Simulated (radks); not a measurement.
Values are calculated unless marked as measured or tabulated.
N3+, configuration [He] 2s2. Code: a radial shooting solver on a logarithmic mesh with Libxc functionals. Model: Dirac Kohn-Sham, Wu-Cohen GGA, spin-unpolarised, spherical densities, point nucleus. Some entries of the table are withheld. Estimate them.

| orbital | occ. | eigenvalue (hartree) | <1/r> (bohr^-1) |
|---|---|---|---|
| 1s1/2 | 2 | (1) | 6.647 |
| 2s1/2 | 2 | (2) | 1.314 |
| 2p1/2 | 0 | (3) | 1.236 |
| 2p3/2 | 0 | (4) | 1.235 |

Answer. 
(1) 1s1/2 eigenvalue (hartree): -16.54084
(2) 2s1/2 eigenvalue (hartree): -2.49787
(3) 2p1/2 eigenvalue (hartree): -2.09273
(4) 2p3/2 eigenvalue (hartree): -2.09139
